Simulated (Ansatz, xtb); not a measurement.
**Two isomers of C3H5BrO**

Structure a: `CO/C=C/Br`, a singlet. Structure b: `C=C(Br)OC`, a singlet. Both are isolated molecules in the gas phase, relaxed with B3LYP/def2-SVP; each stands in its lowest conformer found.

Energies in hartree; the thermal terms are from GFN2-xTB frequencies at re-optimised GFN2-xTB minima (ideal gas, soft modes damped towards free rotors, one conformer each, 298.15 K, 1 atm) and include the zero-point energy:

|  | a | b |
| --- | --- | --- |
| E, CCSD(T)/def2-SVP | −2764.171297 | −2764.171992 |
| E, MP2/def2-SVP | −2764.107995 | −2764.109746 |
| E, MP2/def2-TZVPP | −2764.832698 | −2764.835839 |
| zero-point energy | 0.073015 | 0.072674 |
| H(298 K) − E | 0.080064 | 0.079742 |
| G(298 K) − E | 0.042310 | 0.041917 |

Q: Correct the CCSD(T) difference for the basis set by the MP2 change, then work out ΔE, ΔE₀, ΔH and ΔG for a → b in kcal/mol (1 Eh = 627.51 kcal/mol) and the equilibrium ratio [b]/[a].

A: 1. Differences b − a: CCSD(T) −0.000695, MP2 in the small set −0.001751, MP2 in the large set −0.003141 Eh.
2. ΔE = −0.000695 + (−0.003141 − (−0.001751)) = −0.002085 Eh = −1.31 kcal/mol.
3. ΔE₀ = ΔE + ΔZPE = −0.002085 + (−0.000341) Eh = −1.52 kcal/mol.
4. ΔH = ΔE + (−0.000322) Eh = −1.51 kcal/mol.
5. ΔG = ΔE + (−0.000393) Eh = −1.55 kcal/mol, so ΔS = (ΔH − ΔG)/T = +0.6 J/(mol K).
6. kT = 0.9442 mEh, so K = [b]/[a] = exp(−ΔG/kT) = exp(+2.62) ≈ 14.

The sums favour b, but ΔE leans on the basis-set step (CCSD(T) alone has the other sign or is under 1 kcal/mol), so the order isn't settled. An error of 1 kcal/mol in ΔG would change K by a factor of 5.4. HF/def2-SVP gave ΔE the other sign. Mirror images and further conformers aren't counted.

As drawn, both hold the same kinds of bond in the same numbers.

Other levels gave ΔE = −0.4 (GFN2-xTB); −0.9 (HF/STO-3G, GFN2-xTB geometries); −1.0 (r2SCAN-D4/def2-SVP, GFN2-xTB geometries); −0.2 (B3LYP/def2-SVP); +0.9 (HF/def2-SVP); −1.1 (MP2/def2-SVP); −0.4 (CCSD(T)/def2-SVP) kcal/mol. The correlated steps freeze 13 core orbitals; the filled d shell of Br is correlated, in a basis made for valence electrons. Programs: Ansatz 0.2.0, xtb 6.7.1.
